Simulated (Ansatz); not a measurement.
The cluster RbBr2. Total charge 0; doublet. Geometry PBE-D4/def2-TZVP.

```xyz
3

Rb   -0.696   -1.091   -1.382
Br    0.306   -0.606    1.621
Br    0.390    1.697   -0.239
```

In the def2 sets Rb takes a core potential; there is no spin–orbit coupling. In the doublet, Br2 and Br3 lie 2.96 Å apart (atoms count from 1), so these atoms are partly bonded to each other. The structure comes from a short search, and lower isomers may exist.

Question: Estimate the α-spin orbital energies around the gap (eV) in Ansatz with HF/def2-TZVP, LDA (SPW92)/def2-TZVP, PBE-D4/def2-SVP, PBE-D4/def2-TZVPD, B97M-V/def2-TZVP.

Answer: 
| orbital | HF/def2-TZVP | LDA (SPW92)/def2-TZVP | PBE-D4/def2-SVP | PBE-D4/def2-TZVPD | B97M-V/def2-TZVP |
| --- | --- | --- | --- | --- | --- |
| HOMO−13 | -84.94 | -66.39 | -65.77 | -66.03 | -67.64 |
| HOMO−12 | -84.94 | -66.39 | -65.77 | -66.03 | -67.64 |
| HOMO−11 | -43.32 | -32.75 | -32.79 | -32.81 | -34.57 |
| HOMO−10 | -26.41 | -18.13 | -17.74 | -17.94 | -18.84 |
| HOMO−9 | -25.46 | -17.39 | -17.02 | -17.22 | -18.11 |
| HOMO−8 | -22.50 | -16.61 | -16.58 | -16.59 | -17.32 |
| HOMO−7 | -22.44 | -16.50 | -16.43 | -16.47 | -17.20 |
| HOMO−6 | -22.38 | -16.42 | -16.35 | -16.39 | -17.10 |
| HOMO−5 | -12.62 | -7.79 | -7.45 | -7.65 | -7.95 |
| HOMO−4 | -10.77 | -6.63 | -6.25 | -6.46 | -6.77 |
| HOMO−3 | -10.64 | -6.46 | -6.06 | -6.28 | -6.61 |
| HOMO−2 | -10.04 | -6.04 | -5.65 | -5.87 | -6.19 |
| HOMO−1 | -9.78 | -5.77 | -5.37 | -5.61 | -5.93 |
| HOMO | -9.42 | -5.20 | -4.89 | -5.10 | -5.43 |
| LUMO | -0.33 | -1.88 | -1.89 | -1.87 | -1.69 |
| LUMO+1 | 0.39 | -0.32 | -0.43 | -0.36 | -0.33 |
| LUMO+2 | 0.45 | -0.30 | -0.41 | -0.34 | -0.32 |
| LUMO+3 | 0.74 | -0.18 | -0.12 | -0.17 | -0.10 |
| LUMO+4 | 0.97 | 0.43 | 0.48 | 0.40 | 0.44 |
| LUMO+5 | 0.97 | 0.47 | 0.65 | 0.45 | 0.47 |
| β HOMO | -8.91 | -5.58 | -5.18 | -5.43 | -5.74 |
| β LUMO | -0.33 | -4.55 | -4.07 | -4.25 | -3.99 |
